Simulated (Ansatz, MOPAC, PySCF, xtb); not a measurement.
Pair of molecules: HCl (SMILES Cl) (first 2 atoms) with Si2H6 (SMILES [SiH3][SiH3]); geometry from B3LYP-D3(BJ)/def2-TZVP, rigid monomers moved along the line of their centres of mass till H2···H9 is 2.21 Å.
(charge 0, multiplicity 1):
```xyz
10

Cl    -0.08021     0.57079     0.20848
H     -0.29666     1.26335     1.27031
Si     0.44418    -1.25604     3.94887
Si    -0.20701     0.89995     4.60519
H      1.69397    -1.19576     3.15746
H     -0.62360    -1.89178     3.14415
H      0.68137    -2.06919     5.16672
H     -1.45737     0.85780     5.40020
H     -0.46347     1.76497     3.42041
H      0.85415     1.55349     5.40777
```

Counterpoise-corrected where a basis set is named; no monomer relaxation. Rows marked so take none.

Frozen-core correlation. Rows in 6-31G* carry no dispersion term and start afresh at each structure (6-31G* with six Cartesian d functions). MP2/6-31G* freezes PySCF's default core. The state that PM7 reach isn't checked; PM7 holds dispersion and hydrogen-bond terms.

Programs: Ansatz (Gaussian basis) for Hartree–Fock, density functionals and correlated methods; MOPAC for PM7 (differences of heats of formation); PySCF for 6-31G* rows; xtb for the GFN methods. Each number belongs to the level named beside it.

| level | interaction energy (kcal/mol) |
|---|---|
| PM7 | -0.77 |
| GFN1-xTB | -1.63 |
| HF/aug-cc-pV(D+d)Z | 0.44 |
| PBE/def2-TZVPPD | -0.87 |
| B3LYP/6-31G* | 0.00 |
| MP2/6-31G* | -0.19 |
| MP2/6-31G* (no counterpoise) | -0.98 |
| MP2/aug-cc-pV(D+d)Z | -1.22 |
| CCSD(T)/aug-cc-pV(D+d)Z | ___ |

Problem. What belongs in the gaps?

Solution. 
- CCSD(T)/aug-cc-pV(D+d)Z, interaction energy (kcal/mol): -1.12

Ansatz is a first-principles code.
